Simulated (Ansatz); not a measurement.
Basis-set extrapolation for `FC(F)=C(F)C(F)(F)F` (PBE0-D4/def2-TZVP geometry, frozen core, the Gaussian-basis code of Ansatz). Multiplicity 1, RHF reference.

|  | def2-TZVPP | def2-QZVPP |
| --- | --- | --- |
| HF | -710.499692 | -710.530131 |
| MP2 correlation | -1.933014 | -2.108027 |
| CCSD(T) correlation | -2.007002 | not run |

Energies in hartree. Use E(X) = E(∞) + A·exp(−7.88·√X) for Hartree–Fock and E(X) = E(∞) + B·X^(−2.97) for correlation, with X = 3 and 4, and add CCSD(T) minus MP2 of the smaller set to the MP2 limit.

What is the CCSD(T) energy at the basis-set limit?

HF limit: -710.530131 + (-0.030439) × 0.13774 = -710.53432. MP2 limit: -2.108027 + (-0.175013) × 0.74074 = -2.23767. Higher-order term: -2.007002 − (-1.933014) = -0.07399. Total: -712.84598 hartree, 9.23 eV below CCSD(T)/def2-TZVPP.
